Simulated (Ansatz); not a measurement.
Ansatz (a quantum-chemistry and plane-wave program) input:

Ansatz 0.2 input:
```yaml
crystal:
  periodic: [false, false, false]
  atoms:
    - {symbol: Ge, position_ang: [-0.00000000, -0.00000000, -1.54512964]}
    - {symbol: Te, position_ang: [0.00000000, 0.00000000, 0.95084901]}
basis:
  gaussian:
    orbitals: def2-TZVPD
hamiltonian:
  xc: {name: PBE-QIDH}
total_charge: -1
magnetization: {spin_polarized: true, initial_magnetization: 1}
correlation: {electrons: outside_noble_gas}
```

Problem. Which total energy does the run end on?

Solution. -2344.18021 Eh (PBE-QIDH/def2-TZVPD). The basis has 113 functions.
